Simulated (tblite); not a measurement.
Record of a relaxation.

Compound: C9H9 (doublet state).
Bonds: C1–C2 (aromatic), C2–C3 (aromatic), C3–C4 (aromatic), C4–C5, C5–C6, C6–C7, C4–C8 (aromatic), C8–C9 (aromatic), C1–C9 (aromatic), C5–C7. Hydrogens: H10 on C2; H11 on C3; H12 on C5; H13, H14 on C6; H15, H16 on C7; H17 on C8; H18 on C9.
Bond orders are those of one Lewis drawing.

Computed with GFN2-xTB (tblite), gas phase: L-BFGS steps from a force-field or distance-geometry start until the largest atomic force falls under 0.01 eV/Å. 4 of its 32 geometries are shown.

Step 0: E = -645.3773 eV, largest atomic force 1.881 eV/Å
```
atom  x, y, z in Å  |  force x, y, z in eV/Å
C1     -3.028    0.087   -0.464    1.856  -0.096   0.292
C2     -2.102    0.893   -1.111   -0.059  -0.836   0.814
C3     -0.727    0.738   -0.806   -0.576   0.135  -0.220
C4     -0.277   -0.198    0.116    0.065  -0.565   0.600
C5      1.187   -0.403    0.480   -0.722   0.400  -0.667
C6      2.139    0.765    0.521    0.328  -0.164   0.158
C7      2.269   -0.251   -0.576   -0.117   0.071   0.756
C8     -1.250   -0.994    0.756   -0.016   0.213  -0.282
C9     -2.612   -0.859    0.465   -0.323   0.378  -0.372
H10    -2.428    1.627   -1.821    0.083   0.176  -0.174
H11    -0.030    1.382   -1.328   -0.033  -0.044   0.041
H12     1.376   -1.179    1.217   -0.265   0.117  -0.117
H13     2.891    0.768    1.316   -0.284   0.016  -0.316
H14     1.793    1.756    0.264   -0.107  -0.091   0.044
H15     3.101   -0.935   -0.529    0.015  -0.053  -0.049
H16     1.995    0.039   -1.567   -0.157   0.040  -0.285
H17    -0.953   -1.743    1.485   -0.013   0.164  -0.139
H18    -3.353   -1.486    0.963    0.326   0.138  -0.084
```

Step 10: E = -645.5119 eV, largest atomic force 0.069 eV/Å
```
atom  x, y, z in Å  |  force x, y, z in eV/Å
C1     -2.945    0.078   -0.444    0.006   0.029  -0.029
C2     -2.067    0.889   -1.099    0.029   0.012  -0.010
C3     -0.712    0.744   -0.809    0.029  -0.018   0.015
C4     -0.285   -0.201    0.120    0.024   0.016  -0.002
C5      1.147   -0.385    0.456   -0.003  -0.005   0.011
C6      2.119    0.768    0.516   -0.050  -0.026   0.027
C7      2.243   -0.244   -0.572   -0.030  -0.038  -0.003
C8     -1.232   -1.000    0.758    0.022   0.018  -0.013
C9     -2.588   -0.864    0.473    0.018   0.018  -0.008
H10    -2.390    1.624   -1.819   -0.012   0.010  -0.011
H11     0.000    1.378   -1.321   -0.027  -0.040   0.037
H12     1.295   -1.163    1.198    0.052   0.017  -0.014
H13     2.852    0.760    1.309   -0.008   0.028   0.004
H14     1.762    1.756    0.266   -0.031  -0.023   0.008
H15     3.062   -0.947   -0.526   -0.016   0.008  -0.025
H16     1.973    0.042   -1.577   -0.032  -0.019   0.029
H17    -0.925   -1.740    1.486    0.035   0.042  -0.042
H18    -3.317   -1.486    0.969   -0.006  -0.027   0.024
```

Step 21: E = -645.5153 eV, largest atomic force 0.022 eV/Å
```
atom  x, y, z in Å  |  force x, y, z in eV/Å
C1     -2.936    0.082   -0.447   -0.014   0.007  -0.008
C2     -2.056    0.892   -1.101    0.004  -0.006   0.004
C3     -0.702    0.745   -0.808    0.003  -0.010   0.007
C4     -0.280   -0.201    0.121    0.006  -0.014   0.013
C5      1.149   -0.393    0.464   -0.002  -0.004   0.000
C6      2.109    0.766    0.518   -0.013   0.000   0.005
C7      2.234   -0.247   -0.571   -0.019  -0.006   0.004
C8     -1.228   -0.998    0.756   -0.005  -0.002   0.001
C9     -2.583   -0.861    0.472   -0.012   0.008  -0.008
H10    -2.381    1.627   -1.823    0.011   0.002   0.000
H11     0.010    1.378   -1.317    0.013  -0.004   0.007
H12     1.305   -1.170    1.204   -0.003   0.006  -0.004
H13     2.845    0.773    1.308    0.004   0.007  -0.020
H14     1.731    1.746    0.269    0.007   0.003   0.002
H15     3.056   -0.946   -0.539    0.004   0.020  -0.006
H16     1.941    0.034   -1.571    0.009   0.000  -0.006
H17    -0.912   -1.736    1.480    0.002  -0.010   0.009
H18    -3.312   -1.484    0.969    0.005   0.003  -0.002
```

Step 31: E = -645.5161 eV, largest atomic force 0.009 eV/Å
```
atom  x, y, z in Å  |  force x, y, z in eV/Å
C1     -2.933    0.086   -0.450    0.001   0.002  -0.002
C2     -2.047    0.892   -1.101    0.005  -0.001   0.002
C3     -0.696    0.739   -0.802    0.004  -0.003   0.003
C4     -0.279   -0.208    0.128    0.001  -0.004   0.004
C5      1.151   -0.398    0.468    0.001  -0.001   0.000
C6      2.103    0.769    0.514   -0.001   0.001  -0.002
C7      2.228   -0.244   -0.574   -0.002   0.002  -0.002
C8     -1.231   -1.002    0.759   -0.001  -0.003   0.002
C9     -2.586   -0.858    0.470    0.000   0.002  -0.003
H10    -2.364    1.629   -1.824   -0.004  -0.004   0.004
H11     0.021    1.369   -1.307    0.000   0.001  -0.003
H12     1.311   -1.173    1.208    0.007   0.000   0.000
H13     2.850    0.782    1.294   -0.007   0.002   0.003
H14     1.716    1.746    0.270    0.003   0.003  -0.001
H15     3.061   -0.930   -0.546   -0.008  -0.003  -0.001
H16     1.927    0.030   -1.573    0.003   0.001  -0.003
H17    -0.922   -1.743    1.484   -0.001  -0.002   0.003
H18    -3.317   -1.479    0.965    0.001   0.006  -0.005
```

**Question.** Summarise the path.

**Answer.** The energy falls by 13.40 kJ/mol from step 0 to step 31; nine tenths of that is first reached at step 6. It falls at every step. The largest force goes from 1.881 to 0.009 eV/Å. Among the bonds C4–C5 changes most, from 1.523 to 1.482 Å; the atoms move by 0.052 Å rms after alignment.

The cost below is that of the whole relaxation. Hardware: one thread of an INTEL XEON PLATINUM 8581C at 2.10 GHz, shared host. Cost: 0.19 s.
